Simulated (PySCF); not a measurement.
A calculated (MN15, PySCF 2.14, 6-31G*, the non-relativistic Hamiltonian (point nucleus)) atom or ion has these occupied shells.

```
shell  electrons  orbital energy (eV)  rms radius, mean of both spins (bohr)
 1s α          1              -1264.8                                  0.152
 1s β          1              -1264.8                                  0.152
 2s α          1              -92.273                                  0.766
 2s β          1              -92.124                                  0.766
 2p α          3              -60.845                                  0.775
 2p β          3              -60.752                                  0.775
 3s α          1              -12.756                                   3.07
```

Name the element and its charge.

Mg⁺ (magnesium, charge +1), in [Ne] 3s1, 2S determinant.
